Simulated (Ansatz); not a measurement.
`[SiH3]Br` and `[SiH3]Cl` differ in one element.

Ansatz, PBE0-D4/def2-TZVP geometries, multiplicity 1. 

Scalar relativity is left out up to krypton.

```
                                                                                  property  `[SiH3]Br`
                                                        HOMO energy (PBE0/def2-TZVPP) / eV       -8.48
ideal-gas entropy at 298 K and 1 bar (rigid rotor, harmonic PBE0-D4/def2-TZVP) / J/(mol·K)         263
                                                   HOMO–LUMO gap (ωB97M-V/def2-TZVPP) / eV       12.13
                                                     LUMO energy (ωB97M-V/def2-TZVPP) / eV        1.44
                                                     HOMO energy (ωB97M-V/def2-TZVPP) / eV      -10.69
                                            zero-point energy (PBE0-D4/def2-TZVP) / kJ/mol        67.4
```

Problem. What does the change do to each property? (Estimate.)

Solution. Computed: 
```tsv
property	`[SiH3]Cl`	shift
HOMO energy (PBE0/def2-TZVPP) / eV	-9.03	-0.55
ideal-gas entropy at 298 K and 1 bar (rigid rotor, harmonic PBE0-D4/def2-TZVP) / J/(mol·K)	251	-12
HOMO–LUMO gap (ωB97M-V/def2-TZVPP) / eV	12.97	0.84
LUMO energy (ωB97M-V/def2-TZVPP) / eV	1.70	0.26
HOMO energy (ωB97M-V/def2-TZVPP) / eV	-11.27	-0.58
zero-point energy (PBE0-D4/def2-TZVP) / kJ/mol	68.6	1.2
```

With PBE0 the HOMO falls by 0.55 eV and the LUMO rises by 0.27 eV, so the gap widens by about 0.82 eV. PBE moves the HOMO by -0.44 eV and ωB97M-V by -0.58 eV.

Spin–orbit coupling is left out; it splits and shifts lone-pair levels of the heavy atoms by tenths of an eV.
